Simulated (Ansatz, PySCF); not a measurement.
Breaking the Bi1–H2 bond in BiBrH2 (SMILES [Br][BiH2]) (multiplicity 1 held, fragments rigid). Energies count from the point at 1.801 Å.
Geometry at that point (charge 0, multiplicity 1):
```xyz
4

Bi    -0.43377    -0.48630     0.40451
H     -1.89863    -0.15661    -0.59035
H     -0.03489    -1.88035    -0.66402
Br     1.08391     1.21142    -0.92343
```

Restricted levels (R-, RO-) in cc, def2 and unpolarised 6-31G sets keep to the state of the molecule at rest. Unrestricted levels (U-) break spin symmetry where that is lower. Curves can end on different states.

Rows in LANL2DZ carry no dispersion term and start afresh at each structure. LANL2DZ brings its own core potentials from Na on.

Programs: Ansatz (Gaussian orbitals); PySCF for LANL2DZ rows.  In def2 rows elements past Kr take small-core potentials, without spin–orbit coupling.

One of these levels gives 4.163 eV for the energy at R = 5.764 Å. Which?
(A) R-r2SCAN/def2-TZVPP
(B) U-HF/LANL2DZ
(C) U-PBE/def2-TZVPP

A, R-r2SCAN/def2-TZVPP. The others give 1.678 (U-HF/LANL2DZ), 2.621 (U-PBE/def2-TZVPP)

Doubts at one or more of the structures used: a spin-contaminated determinant (U-HF/LANL2DZ, U-PBE/def2-TZVPP); a restricted determinant that unrestricted orbitals would lower (R-r2SCAN/def2-TZVPP).

Ansatz is a first-principles code.
